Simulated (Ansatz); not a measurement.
Species: B₂F₄, charge 0, singlet. B2F4 (SMILES FB(B(F)F)F).
B3LYP-D3(BJ)/def2-TZVP minimum from Ansatz (an electronic-structure program):
```xyz
6

F     -1.5495    -0.8754     0.7120
B     -0.8563    -0.0458    -0.0490
F     -1.5426     0.7102    -0.8889
B      0.8563     0.0458     0.0490
F      1.6339    -0.7156    -0.7017
F      1.4582     0.8808     0.8786
```

Total energies in cc-pVDZ, 34 correlated electrons, 6 frozen orbitals. Open shells are spin-unrestricted; no spin-orbit coupling. Correlated methods leave the cores frozen. No relativity.

```json
[
 {"method": "HF", "program": "Ansatz", "energy (Eh)": "-447.37760", "minus CCSDT(Q) (mEh)": "929.70"},
 {"method": "MP2", "program": "Ansatz", "energy (Eh)": "-448.27262", "minus CCSDT(Q) (mEh)": "34.67"},
 {"method": "CCSD", "program": "Ansatz", "energy (Eh)": "-448.28673", "minus CCSDT(Q) (mEh)": "20.57"},
 {"method": "CCSD(T)", "program": "Ansatz", "energy (Eh)": "-448.30446", "minus CCSDT(Q) (mEh)": "2.83"},
 {"method": "CCSDT(Q)", "program": "Ansatz", "energy (Eh)": "-448.30730", "minus CCSDT(Q) (mEh)": "0.00"}
]
```

Rough core times of Ansatz's runs on a shared machine: CCSD(T) under 20 s, CCSDT(Q) 8 min.
